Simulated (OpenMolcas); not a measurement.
# Se2+: effect of the basis set

```yaml
Program: OpenMolcas 26.06
Method: "SS-CASPT2, IPEA 0.25 Eh, imaginary shift 0.1 Eh (closed shells correlated: 3d)"
Active_space: 4 electrons in 8 orbitals (4s 4p 5s 5p)
State_averaging: 2S+1 = 3 even, 3 roots; 2S+1 = 1 even, 9 roots; 2S+1 = 5 odd, 1 root; 2S+1 = 3 odd, 9 roots; 2S+1 = 1 odd, 8 roots
Spin-orbit_coupling: state interaction with AMFI integrals over the reference wave functions, term energies averaged over their components
```

A. ANO-RCC-VTZP [6s5p3d1f], DKH2, point nucleus; CASPT2 step of the order of 13 core-seconds
B. ANO-RCC-VQZP [7s6p4d2f1g], DKH2, point nucleus; CASPT2 step of the order of 16 core-seconds
C. ANO-RCC [9s8p6d4f2g], DKH2, point nucleus; CASPT2 step roughly 28 core-seconds

Energies in cm-1 above 4s2 4p2 3P0, the measured ground level; measured values from Moore, Atomic Energy Levels, vol. II, NSRDS-NBS 35 (1971 reprint of NBS Circular 467, 1952).

| Level | A | B | C | Measured |
| --- | --- | --- | --- | --- |
| 4s2 4p2 3P0 | 0.0 | 0.0 | 0.0 | 0.0 |
| 4s2 4p2 3P1 | 1507 | 1474 | 1495 | 1741 |
| 4s2 4p2 3P2 | 3490 | 3410 | 3440 | 3937 |
| 4s2 4p2 1D2 | 13160 | 12710 | 12650 | 13032 |
| 4s2 4p2 1S0 | 27680 | 27300 | 27470 |  |
| 4s 4p3 5S* 2 | 63340 | 64300 | 65340 |  |
| 4s 4p3 3D* 1 | 88990 | 88570 | 88910 |  |
| 4s 4p3 3D* 2 | 89110 | 88690 | 89030 | 92723 |
| 4s 4p3 3D* 3 | 89560 | 89130 | 89480 |  |
| 4s 4p3 3P* 0 | 105790 | 105480 | 105750 | 106482 |
| 4s 4p3 3P* 1 | 105980 | 105670 | 105930 |  |
| 4s 4p3 3P* 2 | 106330 | 106020 | 106280 |  |

Deviations, from unrounded energies. A percentage is the sum of absolute deviations over the sum of measured energies, with the sign that they share, or ± where signs differ.

```json
{"Against measurement": "mean absolute deviation (cm-1)", "Levels": "5", "A": "1000", "B": "1200", "C": "1100"}
{"Against measurement": "fine structure of the ground term (%)", "Levels": "2", "A": "-12.0", "B": "-14.1", "C": "-13.0"}
{"Against measurement": "other terms of the ground configuration (%)", "Levels": "1", "A": "+1.0", "B": "-2.5", "C": "-3.0"}
{"Against measurement": "other configurations (%)", "Levels": "2", "A": "-2.2", "B": "-2.5", "C": "-2.2"}
```

A lies closest to measurement on these levels and B furthest from it. The largest miss of A in the table is 4s 4p3 3D* 2, by -3600 cm-1. The ranking rests on the paired levels alone, and a cruder setting can come out closer through cancelling errors.

The two smallest mean deviations differ by little beside CASPT2's spread within terms, so their order carries little weight.

Among A to C the level of the table that moves most is 4s 4p3 5S* 2, by 2000 cm-1 (lowest in A, highest in C). Moves below CASPT2's spread within the term are not significant.

CASPT2 breaks the degeneracy within a term, and the mean is taken; among the terms shown or strongly mixed into the levels shown the widest spread is 960 cm-1 (4s 4p3 3D*, B). Over all roots computed the reference weight is 0.84 to 0.98 in A, 0.84 to 0.98 in B, 0.83 to 0.97 in C; the roots of lowest weight are the least certain, and an intruder state may touch them. The run also gave levels led by 4s2 4p 5p, which use shells meant for correlation; these and all levels above them are left out. Terms of s pⁿ other than that of highest spin mix with s² pⁿ⁻² d, which this space lacks; all of them can be thousands of cm-1 off, and some have no real level of that name. Computed and measured levels are paired by configuration, term and J; levels that our copy of the source lacks, or whose pairing is in doubt (as where it misses far off the trend of its configuration), stay unpaired and out of the deviations. Only configurations of the active space appear. Levels that lie high or do not pair safely by name in every column are left out.

* marks odd parity.
